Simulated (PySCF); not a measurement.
Potential energy curve for SMILES [AlH3]. The Al1–H4 bond (Al1 also carries H, H; H4 carries nothing else) is stretched with both fragments frozen at the PBE0/def2-TZVP optimised geometry.

Computed with PySCF with CCSD(T) on UHF/6-31G, 5 core orbitals frozen.

Question: Relative to R = 1.65 Å, what are the energies at R = 1.42, 1.84, 1.95, 2.59 Å?

Answer: 31.7 kJ/mol at 1.42 Å, 19.8 kJ/mol at 1.84 Å, 40.0 kJ/mol at 1.95 Å, 179.2 kJ/mol at 2.59 Å.

The unrestricted determinant behind UCCSD(T) is spin-contaminated at 2.39 to 5.52 Å (<S²> up to 1.0, against 0.00 for a pure singlet).
